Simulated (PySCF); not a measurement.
1,1,1-trifluoroethane (C2H3F3), SMILES C(F)(F)(C)F.

Geometry optimised at PBE-D3(BJ)/def2-SVP.

Level of theory: PBE-D3(BJ)/def2-SVP (PySCF 2.14.0).

No scaling factor is applied to the harmonic values.

Modes within 1.5 cm⁻¹ of each other (mostly degenerate sets) share a row, with their intensities summed.

Computed harmonic wavenumbers and intensities:
```tsv
mode	ν (cm⁻¹)	IR (km/mol)	moving atoms (share of kinetic energy)
1	232	0.0	H 97 %
2–3	353	1.1	F 59 %, H 22 %, C 19 %
4–5	526	1.2	F 83 %, H 8 %, C 8 %
6	588	19.5	F 52 %, C 39 %, H 10 %
7	822	4.1	F 70 %, C 22 %, H 9 %
8–9	935	82.2	H 52 %, C 27 %, F 21 %
10–11	1212	505.8	C 72 %, H 16 %, F 12 %
12	1248	130.5	C 58 %, H 33 %, F 9 %
13	1372	136.0	C 50 %, H 48 %
14–15	1406	0.0	H 94 %
16	3009	0.2	H 97 %
17–18	3116	3.1	H 90 %, C 10 %
```
